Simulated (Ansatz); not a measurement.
`FBCF` + HCl → `FCBCl` + H–F at 600 K and 1 bar (ligand exchange at a B–F bond).

Computed with Ansatz on PBE0-D4/def2-TZVP structures; ΔE is electronic, products minus reactants. CCSD(T)/CBS adds triple-zeta CCSD(T) − MP2 to the extrapolated MP2 energy (def2 sets, frozen cores). This one scheme is used for every species. Each species was taken in one conformer, which may not be the lowest.

```
species  CCSD(T)/CBS energy (Eh)  H − E (kJ/mol)  S (J/(mol·K))
 `FBCF`               -264.27174           157.8          345.3
    HCl               -460.38127            35.4          207.2
`FCBCl`               -624.24106           155.3          358.0
    H–F               -100.39570            42.3          194.0
```

H − E and S are ideal-gas, rigid-rotor, harmonic terms from PBE0-D4/def2-TZVP, for one conformer and one mirror image of each species. 1 Eh = 2625.50 kJ/mol, R = 8.31446 J/(mol·K).

Q: By hand: ΔE, ΔH, ΔS and ΔG.

A: ΔE = (-624.24106) + (-100.39570) − (-264.27174) − (-460.38127) = 0.01625 Eh = 42.7 kJ/mol. Δ(H − E) = 155.3 + 42.3 − 157.8 − 35.4 = 4.4, so ΔH = 47.1 kJ/mol. ΔS = 358.0 + 194.0 − 345.3 − 207.2 = -0.5 J/(mol·K). ΔG = 47.1 − 600 × (-0.5)/1000 = 47.4 kJ/mol.

Q: By hand: the equilibrium constant, and the temperature at which ΔG would vanish if ΔH and ΔS stayed fixed.

A: log₁₀ K = −ΔG/(RT ln 10) = -4.1. ΔH and −TΔS have one sign here, so there is no such temperature.

The number of gas molecules stays the same, so ΔS is small and ΔH decides. A doubt of 5 kJ/mol in ΔE shifts log₁₀ K by 0.4 here. Other conformers and mirror images would add mixing entropy, several J/(mol·K) or more a flexible species. These are equilibria of isolated gas molecules and say nothing of rates. Largest T1 diagnostic: 0.012 (customary marks: 0.02 for closed shells, 0.045 for open ones).

ΔS is within the doubt of such terms, so its sign, and with it that verdict, could turn.
